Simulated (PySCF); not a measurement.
In(F)(Br)(OH) (BrFHInO), SMILES [OH][In]([F])[Br]. Atoms are numbered in the order given.

```xyz
5

In     0.0034    -0.6553     0.0000
F      1.7394    -1.5696     0.0000
Br    -0.0394     1.8084     0.0000
O     -1.6321    -1.7911     0.0000
H     -1.3884    -2.7299     0.0000
```

Geometry: B3LYP-D3(BJ)/def2-SVP. The structure was generated by enumeration; whether it is a known compound was not checked. The def2 effective core potentials stand for the cores of In; spin–orbit coupling is left out. One conformer was computed; it need not be the lowest.

Level of theory: r2SCAN/def2-TZVP run with PySCF.

Symmetry labels are those of the subgroup Cs that the program uses (full group Cs).

List the valence orbital energies around the gap with their symmetry. (An estimate is asked for; the answer gives what the named calculation found.)


| orbital | symmetry | energy (eV) |
|---|---|---|
| HOMO−7 | A' | -11.09 |
| HOMO−6 | A' | -9.65 |
| HOMO−5 | A" | -9.33 |
| HOMO−4 | A' | -9.21 |
| HOMO−3 | A' | -8.64 |
| HOMO−2 | A" | -8.23 |
| HOMO−1 | A" | -7.95 |
| HOMO | A' | -7.92 |
| LUMO | A' | -3.62 |
| LUMO+1 | A" | -1.83 |
| LUMO+2 | A' | 0.25 |
| LUMO+3 | A' | 0.50 |
